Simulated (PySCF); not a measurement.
PySCF job for SiHF2Cl, SMILES [SiH](F)(F)Cl, ADC(2)/aug-cc-pVDZ. Geometry optimised at ωB97X-D3(BJ)/def2-SVP.

```python
import numpy as np
from pyscf import gto, scf, dft, adc

mol = gto.M(
    atom='''
    Si   -0.42167721   -0.36541384    0.00000001
    F    -1.10431564    0.29467202    1.29570977
    F    -1.10431565    0.29467202   -1.29570978
    Cl    1.55444570    0.09574047   -0.00000000
    H    -0.64441432   -1.81589051    0.00000001
    ''',
    basis='aug-cc-pVDZ',
    charge=0,
    spin=0,
    max_memory=1600,
    verbose=4,
)
mf = scf.RHF(mol)
mf.conv_tol = 1e-10
mf.max_cycle = 100
mf.kernel()
res = {}
for kind, nroots in (('ee', 6), ('ip', 6), ('ea', 2)):
    a = adc.ADC(mf).density_fit('aug-cc-pvdz-ri')
    a.method, a.method_type = 'adc(2)', kind
    e, v, p, x = a.kernel(nroots=nroots)
    res[kind] = (e * 27.211386245988, p)
for kind, (e, p) in res.items():
    print(kind, 'energies / eV', np.round(e, 3), 'strengths', np.round(p, 4))
```

Output:

```
PySCF version 2.14.0

[INPUT] verbose = 4
[INPUT] num. atoms = 5
[INPUT] num. electrons = 50
[INPUT] charge = 0
[INPUT] spin (= nelec alpha-beta = 2S) = 0
[INPUT] symmetry False subgroup None
[INPUT] Mole.unit = angstrom
[INPUT] Symbol           X                Y                Z      unit          X                Y                Z       unit  Magmom
[INPUT]  1 Si    -0.421677210000  -0.365413840000   0.000000010000 AA   -0.796854439871  -0.690532079726   0.000000018897 Bohr   0.0
[INPUT]  2 F     -1.104315640000   0.294672020000   1.295709770000 AA   -2.086854114674   0.556849414372   2.448536602223 Bohr   0.0
[INPUT]  3 F     -1.104315650000   0.294672020000  -1.295709780000 AA   -2.086854133571   0.556849414372  -2.448536621120 Bohr   0.0
[INPUT]  4 Cl     1.554445700000   0.095740470000   0.000000000000 AA    2.937476648508   0.180923267337   0.000000000000 Bohr   0.0
[INPUT]  5 H     -0.644414320000  -1.815890510000   0.000000010000 AA   -1.217766575548  -3.431535736097   0.000000018897 Bohr   0.0

nuclear repulsion = 228.160842045221
number of shells = 37
number of NR pGTOs = 181
number of NR cGTOs = 109
basis = aug-cc-pVDZ
ecp = {}


******** <class 'pyscf.scf.hf.RHF'> ********
method = RHF
initial guess = minao
damping factor = 0
level_shift factor = 0
DIIS = <class 'pyscf.scf.diis.CDIIS'>
diis_start_cycle = 1
diis_space = 8
diis_damp = 0
SCF conv_tol = 1e-10
SCF conv_tol_grad = None
SCF max_cycles = 100
direct_scf = True
direct_scf_tol = 1e-13
Set gradient conv threshold to 1e-05
Initial guess from minao.
init E= -948.244130867168
  HOMO = -0.425397141339324  LUMO = 0.0346130321179512  gap/eV = 12.51751
cycle= 1 E= -948.013587035287  delta_E= 0.231  |g|= 0.633  |ddm|= 2.12
  HOMO = -0.505183239339565  LUMO = 0.0376650271127987  gap/eV = 14.77165
cycle= 2 E= -948.078393804694  delta_E= -0.0648  |g|= 0.366  |ddm|= 0.762
  HOMO = -0.499000007868135  LUMO = 0.047085220378432  gap/eV = 14.85974
cycle= 3 E= -948.101069831417  delta_E= -0.0227  |g|= 0.0424  |ddm|= 0.246
  HOMO = -0.496353884859041  LUMO = 0.0490034295955295  gap/eV = 14.83993
cycle= 4 E= -948.101597229788  delta_E= -0.000527  |g|= 0.0113  |ddm|= 0.0759
  HOMO = -0.495282248039974  LUMO = 0.0489141770367507  gap/eV = 14.80834
cycle= 5 E= -948.10164783993  delta_E= -5.06e-05  |g|= 0.00233  |ddm|= 0.024
  HOMO = -0.495784635767975  LUMO = 0.0489169633830292  gap/eV = 14.82209
cycle= 6 E= -948.101651035284  delta_E= -3.2e-06  |g|= 0.000708  |ddm|= 0.006
  HOMO = -0.495687218652671  LUMO = 0.0489195532617821  gap/eV = 14.81951
cycle= 7 E= -948.101651434308  delta_E= -3.99e-07  |g|= 0.000178  |ddm|= 0.00197
  HOMO = -0.495720342731552  LUMO = 0.0489259724917136  gap/eV = 14.82058
cycle= 8 E= -948.101651459378  delta_E= -2.51e-08  |g|= 3.07e-05  |ddm|= 0.000504
  HOMO = -0.495711584372041  LUMO = 0.0489268276590028  gap/eV = 14.82037
cycle= 9 E= -948.101651459955  delta_E= -5.77e-10  |g|= 7.08e-06  |ddm|= 6.88e-05
  HOMO = -0.495713700054371  LUMO = 0.048926832831051  gap/eV = 14.82042
cycle= 10 E= -948.101651459987  delta_E= -3.25e-11  |g|= 1.83e-06  |ddm|= 1.47e-05
  HOMO = -0.495713733563157  LUMO = 0.048926841026744  gap/eV = 14.82042
Extra cycle  E= -948.101651459987  delta_E= 4.55e-13  |g|= 7.95e-07  |ddm|= 3.52e-06
converged SCF energy = -948.101651459987

******** <class 'pyscf.adc.radc.RADC'> ********
******** ADC Orbital Information ********
Number of Frozen Occupied Orbitals: 0
Number of Frozen Virtual Orbitals: 0
Number of Active Occupied Orbitals: 25
Number of Active Virtual Orbitals: 84
*****************************************
******** <class 'pyscf.df.df.DF'> ********
auxbasis = aug-cc-pvdz-ri
Reference correlation energy (doubles): -0.67558072
MP2 correlation energy of reference state (a.u.) = -0.67558072

******** <class 'pyscf.adc.radc_ee.RADCEE'> ********
max_space = 12
max_cycle = 50
conv_tol = 1e-08

*************************************************************
        ADC calculation summary (singlet states only)
*************************************************************
adc(2) root 0  |  Energy (Eh) =   0.3385860312  |  Energy (eV) =   9.21339520  |  Osc. strength = 0.10366130  |  conv = True
adc(2) root 1  |  Energy (Eh) =   0.3390563212  |  Energy (eV) =   9.22619244  |  Osc. strength = 0.05906666  |  conv = True
adc(2) root 2  |  Energy (Eh) =   0.3508272921  |  Energy (eV) =   9.54649687  |  Osc. strength = 0.02739026  |  conv = True
adc(2) root 3  |  Energy (Eh) =   0.3585422856  |  Energy (eV) =   9.75643254  |  Osc. strength = 0.00425208  |  conv = True
adc(2) root 4  |  Energy (Eh) =   0.3628374970  |  Energy (eV) =   9.87331119  |  Osc. strength = 0.06802630  |  conv = True
adc(2) root 5  |  Energy (Eh) =   0.3680704713  |  Energy (eV) =  10.01570768  |  Osc. strength = 0.01163788  |  conv = True

******** <class 'pyscf.adc.radc.RADC'> ********
******** ADC Orbital Information ********
Number of Frozen Occupied Orbitals: 0
Number of Frozen Virtual Orbitals: 0
Number of Active Occupied Orbitals: 25
Number of Active Virtual Orbitals: 84
*****************************************
******** <class 'pyscf.df.df.DF'> ********
auxbasis = aug-cc-pvdz-ri
Reference correlation energy (doubles): -0.67558072
MP2 correlation energy of reference state (a.u.) = -0.67558072

******** <class 'pyscf.adc.radc_ip.RADCIP'> ********
max_space = 12
max_cycle = 50
conv_tol = 1e-08

*************************************************************
        ADC calculation summary (doublet states only)
*************************************************************
adc(2) root 0  |  Energy (Eh) =   0.4582090063  |  Energy (eV) =  12.46850215  |  Spec. factor = 1.82735743  |  conv = True
adc(2) root 1  |  Energy (Eh) =   0.4586402881  |  Energy (eV) =  12.48023792  |  Spec. factor = 1.81510469  |  conv = True
adc(2) root 2  |  Energy (Eh) =   0.4913231839  |  Energy (eV) =  13.36958482  |  Spec. factor = 1.80712154  |  conv = True
adc(2) root 3  |  Energy (Eh) =   0.5250374065  |  Energy (eV) =  14.28699554  |  Spec. factor = 1.74156907  |  conv = True
adc(2) root 4  |  Energy (Eh) =   0.5368111619  |  Energy (eV) =  14.60737575  |  Spec. factor = 1.76837392  |  conv = True
adc(2) root 5  |  Energy (Eh) =   0.5404990966  |  Energy (eV) =  14.70772956  |  Spec. factor = 1.74203270  |  conv = True

******** <class 'pyscf.adc.radc.RADC'> ********
******** ADC Orbital Information ********
Number of Frozen Occupied Orbitals: 0
Number of Frozen Virtual Orbitals: 0
Number of Active Occupied Orbitals: 25
Number of Active Virtual Orbitals: 84
*****************************************
******** <class 'pyscf.df.df.DF'> ********
auxbasis = aug-cc-pvdz-ri
Reference correlation energy (doubles): -0.67558072
MP2 correlation energy of reference state (a.u.) = -0.67558072

******** <class 'pyscf.adc.radc_ea.RADCEA'> ********
max_space = 12
max_cycle = 50
conv_tol = 1e-08

*************************************************************
        ADC calculation summary (doublet states only)
*************************************************************
adc(2) root 0  |  Energy (Eh) =   0.0402926208  |  Energy (eV) =   1.09641806  |  Spec. factor = 1.97876849  |  conv = True
adc(2) root 1  |  Energy (Eh) =   0.0435323313  |  Energy (eV) =   1.18457507  |  Spec. factor = 1.97481875  |  conv = True
ee energies / eV [ 9.213  9.226  9.546  9.756  9.873 10.016] strengths [0.1037 0.0591 0.0274 0.0043 0.068  0.0116]
ip energies / eV [12.469 12.48  13.37  14.287 14.607 14.708] strengths [1.8274 1.8151 1.8071 1.7416 1.7684 1.742 ]
ea energies / eV [1.096 1.185] strengths [1.9788 1.9748]
```

Self-consistency was reached.
